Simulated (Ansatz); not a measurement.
Cartesian coordinates (Å):
SMILES: [SnH3]
```xyz
4

Sn     0.0002    -0.0010     0.4371
H     -0.5159     1.5389    -0.1421
H     -1.0745    -1.2157    -0.1480
H      1.5903    -0.3222    -0.1470
```
Charge 0, spin multiplicity 2.

These are frozen-core CCSD(T)/def2-TZVPP // B3LYP-D3(BJ)/def2-TZVP run with Ansatz (a quantum-chemistry and plane-wave program) values and carry that method's errors.

- HF energy = -215.04856 Ha
- MP2 correlation energy = -0.32294 Ha

**Question.** Estimate the CCSD correlation energy, the (T) correction, the total energy and the T1 diagnostic.

**Answer.** 
The CCSD correlation energy is -0.33694 Ha, the (T) correction is -0.00790 Ha and the CCSD(T) total energy is -215.39340 Ha. The T1 diagnostic is 0.015.
